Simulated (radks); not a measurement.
Removal energies from the rubidium ion Rb10+, [Ar] 3d9, by Delta-SCF beside the eigenvalue of the level emptied. Calculated with a radial shooting solver on a logarithmic mesh with Libxc functionals: scalar-relativistic Kohn-Sham, r2SCAN, spin-polarised, spherical densities, finite nucleus; meta-GGA in the generalised Kohn-Sham scheme; Fermi nuclear charge, rms radius of each element as measured or else 0.836 A^(1/3) + 0.57 fm. Open shells are filled with parallel spins first.

[
 {"removed from": "3d", "final configuration": "[Ar] 3d8", "Delta-SCF (eV)": "317.36", "-eigenvalue (eV)": "297.60"},
 {"removed from": "3p", "final configuration": "[Ne] 3s2 3p5 3d9", "Delta-SCF (eV)": "441.25", "-eigenvalue (eV)": "421.99"},
 {"removed from": "3s", "final configuration": "[Ne] 3s1 3p6 3d9", "Delta-SCF (eV)": "516.99", "-eigenvalue (eV)": "497.72"},
 {"removed from": "2p", "final configuration": "[He] 2s2 2p5 3s2 3p6 3d9", "Delta-SCF (eV)": "2046.5", "-eigenvalue (eV)": "1996.7"}
]
